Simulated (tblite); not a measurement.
Compound: C6H6O4.
SMILES with atom numbers: `[CH2:1]=[CH:2][C@H:3]1[CH2:4][O:5][C:6](=[O:7])[C:8](=[O:9])[O:10]1` (hydrogens: H11, H12 on C1; H13 on C2; H14 on C3; H15, H16 on C4)

Computed with GFN2-xTB (tblite), gas phase: L-BFGS steps from a force-field or distance-geometry start until the largest atomic force falls under 0.01 eV/Å.

Step 76: E = -874.2960 eV
```
atom  x, y, z in Å  |  force x, y, z in eV/Å
C1      1.8813    1.1901   -0.1501   -0.136  -0.152  -0.013
C2      1.3336    0.0921    0.3479    0.161   0.196  -0.004
C3      0.4214   -0.8304   -0.4295    0.060   0.109   0.062
C4     -0.5957   -1.4902    0.5013    0.041  -0.026  -0.026
O5     -1.2988   -0.4806    1.2128    0.052  -0.042  -0.018
C6     -1.5198    0.6808    0.5741   -0.008  -0.044  -0.008
O7     -1.9093    1.6478    1.1568   -0.025   0.024   0.002
C8     -1.3069    0.6672   -0.9551    0.037   0.044  -0.008
O9     -2.0044    1.3087   -1.6832    0.021  -0.035  -0.074
O10    -0.3224   -0.1180   -1.4203   -0.014   0.051  -0.009
H11     2.5036    1.8311    0.4528   -0.035  -0.076  -0.042
H12     1.7268    1.4963   -1.1768   -0.024  -0.067   0.158
H13     1.4964   -0.1959    1.3803    0.018   0.009  -0.119
H14     0.9963   -1.5799   -0.9912   -0.067   0.056   0.083
H15    -0.1263   -2.1117    1.2660    0.031  -0.029  -0.043
H16    -1.2834   -2.0982   -0.0973   -0.113  -0.017   0.059
```

Step 77: E = -874.3005 eV
```
atom  x, y, z in Å  |  force x, y, z in eV/Å
C1      1.8581    1.1937   -0.1471   -0.077  -0.087  -0.021
C2      1.3393    0.0836    0.3509    0.167   0.175  -0.005
C3      0.4254   -0.8366   -0.4247    0.060   0.123   0.098
C4     -0.5993   -1.4885    0.5034    0.045  -0.059  -0.025
O5     -1.2983   -0.4753    1.2139    0.084  -0.115  -0.018
C6     -1.5164    0.6832    0.5724    0.091  -0.192  -0.161
O7     -1.9064    1.6483    1.1511   -0.133   0.279   0.136
C8     -1.2913    0.6711   -0.9561    0.006   0.022  -0.009
O9     -1.9791    1.3160   -1.6902    0.004  -0.009  -0.062
O10    -0.3091   -0.1183   -1.4168    0.002  -0.001  -0.040
H11     2.4936    1.8376    0.4385   -0.052  -0.079  -0.022
H12     1.6674    1.5042   -1.1649   -0.010  -0.034   0.107
H13     1.5332   -0.2174    1.3718    0.017  -0.023  -0.056
H14     1.0043   -1.5877   -0.9808   -0.105   0.050   0.076
H15    -0.1395   -2.1178    1.2681    0.028  -0.008  -0.054
H16    -1.2895   -2.0870   -0.1010   -0.126  -0.041   0.057
```

**Question.** Estimate the geometry and energy of step 78. (The exact step hangs on the optimiser's Hessian estimate; all steps are aligned on step 77, rigid shifts and turns removed.)

**Answer.** E = -874.3053 eV, largest force 0.253 eV/Å
```
atom  x, y, z in Å  |  force x, y, z in eV/Å
C1      1.8171    1.2060   -0.1401   -0.072  -0.103  -0.004
C2      1.3467    0.0720    0.3531    0.177   0.181  -0.003
C3      0.4322   -0.8489   -0.4182    0.010   0.100   0.070
C4     -0.6051   -1.4903    0.5043    0.018  -0.037  -0.015
O5     -1.2917   -0.4671    1.2137    0.065  -0.085  -0.029
C6     -1.4969    0.6926    0.5684    0.117  -0.140  -0.151
O7     -1.8705    1.6676    1.1435   -0.108   0.178   0.081
C8     -1.2684    0.6708   -0.9618    0.004  -0.008   0.002
O9     -1.9474    1.3161   -1.7032   -0.022   0.019  -0.056
O10    -0.2926   -0.1307   -1.4173   -0.015  -0.015  -0.008
H11     2.4620    1.8508    0.4328   -0.044  -0.055  -0.006
H12     1.5770    1.5351   -1.1430    0.016  -0.055   0.151
H13     1.5843   -0.2553    1.3579    0.017   0.014  -0.107
H14     1.0107   -1.6055   -0.9664   -0.104   0.039   0.069
H15    -0.1612   -2.1293    1.2707    0.033   0.002  -0.064
H16    -1.3038   -2.0747   -0.1060   -0.094  -0.033   0.070
```

The energy changes by -0.0047 eV. The first-order estimate −F·Δx gives -0.0068 eV and the mean of the old and new forces, exact on a quadratic surface, -0.0046 eV. The step makes an angle of 86° with the force vector and moves no atom by more than 0.098 Å.
